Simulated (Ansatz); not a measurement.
Reaction (redistribution): `CC[Si]O[SiH3]` + `C=C[SiH](N)Cl` → `CC[SiH]` + `C=C[Si](N)(Cl)O[SiH3]`

Isolated molecules relaxed with PBE0-D4/def2-TZVP in Ansatz; ΔE leaves out vibrations. CCSD(T)/CBS adds triple-zeta CCSD(T) − MP2 to the extrapolated MP2 energy (def2 sets, frozen cores). DFT in def2-TZVPP. Each species was taken in one conformer, which may not be the lowest.

CCSD(T)/CBS gives +5.7 kcal/mol.

Another level gave +4.6 kcal/mol. Which?
A. CCSD/def2-TZVPP
B. PBE-D4/def2-TZVPP
C. HF/def2-TZVPP
D. B2PLYP/def2-TZVPP

A. CCSD/def2-TZVPP 4.6, B2PLYP 6.4, PBE-D4 7.5, HF/def2-TZVPP 3.1 kcal/mol.

Largest T1 diagnostic among the species: 0.013.

From PBE to PBE0 (25 % exact exchange), in def2-TZVPP and without D4, ΔE moves by −1.5 kcal/mol. In def2-TZVPP, CCSD(T) changes the Hartree–Fock value by +2.1 kcal/mol (the triples alone add +0.6 kcal/mol) and MP2 by +2.9 kcal/mol.
